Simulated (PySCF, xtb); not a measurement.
H9N3Si3, SMILES [SiH2]1N[SiH2]N[SiH2]N1.

GFN2-xTB run with xtb at its own geometry gives an orbital gap of 5.12 eV and a dipole moment of 0.39 D.

Geometry: PBE-D3(BJ)/def2-SVP.

**Question.** What does B3LYP/def2-TZVP (PySCF) give? (The exact figures need the calculation; the answer reports its results.)

**Answer.** gap 7.01 eV (levels -6.96 and 0.06 eV), dipole 0.83 D.
